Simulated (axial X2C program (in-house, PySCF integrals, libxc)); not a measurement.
**Spin–orbit effects down a group: molecules with F (ions), HF**

All values come from calculations with an axial X2C code built on PySCF integrals, spin-free (one-electron X2C) or two-component (2c: spin–orbit coupling with atomic mean-field Coulomb and Gaunt terms, which also bring small scalar terms), in Dyall basis sets with cores contracted in-house; open shells are unrestricted.

Basis sets: As dyall-cv3z, F dyall-av3z, P dyall-v3z, Sb dyall-cv3z.

| molecule | spin-free state | Re (Å) | ωe (cm⁻¹) | De (eV) | 2c state | Re 2c (Å) | ωe 2c (cm⁻¹) | De 2c (eV) |
| --- | --- | --- | --- | --- | --- | --- | --- | --- |
| PF⁺ | M_S = 1/2, Λ = 1 | 1.491 | 1127.1 | 3.25 | Ω = 1/2 | 1.491 | 1126.9 | 3.25 |
| AsF⁺ | M_S = 1/2, Λ = 1 | 1.629 | 898.5 | 2.43 | Ω = 1/2 | 1.630 | 897.1 | n/a |
| SbF⁺ | M_S = 1/2, Λ = 1 | 1.823 | 775.3 | 2.21 | Ω = 1/2 | 1.825 | 771.2 | n/a |

(1) Work out the shifts from the spin-free to the two-component result.

Fragments in 2c: P+ + F, As+ + F, Sb+ + F. Each entry is the lowest single determinant of a limited PBE0 search at one distance. De goes to single-determinant-based atoms at the same level (for ions the charge split of lowest energy) and is withheld (n/a) where an atom does not fit its ground term or J level. Main or longest-lived isotopes. Some light 2c atoms are not at their ground J level, so De misses part of their lowering (0.04 eV or less).

Answers

(1) 

| molecule | 2c state | ΔRe (Å) | Δωe (cm⁻¹) | ΔDe (eV) |
| --- | --- | --- | --- | --- |
| PF⁺ | Ω = 1/2 | 0.000 | -0.2 | 0.00 |
| AsF⁺ | Ω = 1/2 | 0.001 | -1.4 | n/a |
| SbF⁺ | Ω = 1/2 | 0.002 | -4.1 | n/a |

Shifts of one unit in the last digit are rounding.
